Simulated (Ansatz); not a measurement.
Cl2H2NNbO (`[NH2][Nb](=[O])([Cl])[Cl]`), relaxed with RKS PBE0-D4/def2-TZVP in Ansatz 0.2.0 from a PBE-D4/def2-SVP geometry. The force threshold is 0.005 eV/Å; the program also tests the step.

Charge 0, multiplicity 1. Nb takes the def2 core potential.

Start:

```xyz
7

N     0.793    0.662   -0.667
Nb   -0.494   -0.307    0.437
O    -1.205    0.921    1.380
Cl   -2.079   -1.325   -0.922
Cl    0.621   -1.838    1.779
H     1.403    0.214   -1.363
H     0.961    1.673   -0.644
```

```tsv
step	energy (eV)	largest force (eV/Å)	largest move (Å)
1	-30162.2565	0.888	0.000
2	-30162.2910	0.271	0.037
3	-30162.2939	0.042	0.010
4	-30162.2940	0.015	0.004
5	-30162.2940	0.009	0.002
6	-30162.2940	0.004	0.001
```

End:

```xyz
7

N     0.792    0.660   -0.667
Nb   -0.487   -0.300    0.430
O    -1.193    0.906    1.365
Cl   -2.062   -1.317   -0.905
Cl    0.607   -1.823    1.764
H     1.392    0.217   -1.351
H     0.951    1.657   -0.637
```

Run time 19 s (4 threads of a server CPU on a shared host); peak host memory 0.56 GiB.
